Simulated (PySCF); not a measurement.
Correlation energy of S²⁺ (sulfur, charge +2)

[Ne] 3s2 3p1 4s1, high-spin 3P determinant (an excited configuration). Computed with PySCF 2.14 in aug-cc-pCVTZ-DK with one added diffuse shell each of s, p, d, f type (9s8p6d4f, 91 functions), with scalar relativity by spin-free X2C-1e. Frozen: 1s2; 12 electrons correlated.

| level | correlation energy (mhartree) |
| --- | --- |
| CCSD | -380.74 |
| (T) | -5.99 |
| CCSD(T) | -386.73 |

Diagnostics: T1 = 0.024, D1 = 0.1154, largest double amplitude 0.095.

Problem. Is a single reference adequate?

Solution. Mostly. T1 lies below 0.03, but a double amplitude of this size points to a near-degeneracy that CCSD handles and MP2 describes poorly.
